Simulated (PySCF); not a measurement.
Species: CH₉NSi₂.
Atom-mapped SMILES: `[CH3:1][SiH2:2][NH:3][SiH3:4]` (hydrogens: H5, H6, H7 on C1; H8, H9 on Si2; H10 on N3; H11, H12, H13 on Si4)

Torsions of this conformer, `[CH3:1][SiH2:2][NH:3][SiH3:4]`: C1–Si2–N3–Si4 -119°.

The closed-shell ground state was solved at several levels (PySCF, density fitting, gas phase, non-relativistic). One conformer (not necessarily the lowest) at the PBE0-D3(BJ)/def2-SVP geometry, without solvent, vibrations or thermal averaging.

```tsv
level	basis functions	total energy (Eh)	HOMO (eV)	LUMO (eV)	gap (eV)	dipole (D)
PBE/pcSseg-2	284	-676.9414	-6.04	-0.80	5.24	1.23
wB97X-D/def2-SVPD	160	-677.0224	-9.19	1.78	10.97	1.21
```

Question: Estimate the row for PBE0/pcSseg-1, a basis of 127 functions; the other rows only guide the guess.

Answer: Total energy -676.9043 Eh, HOMO -7.31 eV, LUMO 0.42 eV, gap 7.73 eV, dipole 1.17 D.

Question: Over all these levels, which gives the widest orbital gap and which the narrowest?

Answer: wB97X-D/def2-SVPD (range-separated hybrid) has the widest, 10.97 eV, and PBE/pcSseg-2 (GGA) the narrowest, 5.24 eV. Functional and basis both differ between the two, so the spread mixes both effects.

Question: How far do the dipole and the HOMO energy spread over the levels?

Answer: The dipole runs from 1.17 to 1.23 D (mean 1.21 D) and the HOMO from -9.19 to -6.04 eV.

Note: wB97X-D ran without an empirical dispersion term, which enters the total energy and its gradient alone.
